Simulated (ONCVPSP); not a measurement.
# Transferability test, ONCV potential for S (Z = 16)

```
Element                 : sulfur (S)
Generator               : ONCVPSP 4.0.1
Type                    : optimised norm-conserving Vanderbilt (ONCV)
Functional              : PBE
Relativity              : scalar-relativistic
Frozen core             : [Ne]
Valence charge          : 6
Reference configuration : 3s2 3p3 (charge +1)
Partial waves           : 3s: rc 1.20 bohr, ncon 3, nbas 6, qcut 4.9 1/bohr, 2 projectors, debl 1 Ha; 3p: rc 1.25 bohr, ncon 4, nbas 8, qcut 7.2 1/bohr, 2 projectors, debl 3.9 Ha
Local potential         : polynomial inside 0.95 bohr (lpopt 5, dvloc0 3 Ha)
Core correction         : Teter function fitted to the true core (icmod 2), fcfact 0.25
```

In the s channel the program set the typed energies aside and used -1.015, 0.250 Ha.

Energies are relative to the spin-unpolarised reference configuration 3s2 3p3; without spin polarisation the order of configurations can differ from experiment.

| valence configuration | charge | ΔE all-electron (eV) | error AE − PS (meV) |
| --- | --- | --- | --- |
| 3s2 3p4 | 0 | -11.769 | +2.4 |
| 3s2 3p2 | +2 | 22.284 | +4.8 |

Task: What are ΔE and the potential's error for 3s2 3p1?

Result: ΔE = 56.325 eV all-electron; the error (AE − PS) is +36 meV.

Task: What are ΔE and the potential's error for 3s1 3p5?

Result: ΔE = -1.458 eV all-electron; the error (AE − PS) is +0.7 meV.

Note: no bound ghost flagged; GHOST(+) flagged for s at 104.6 eV.
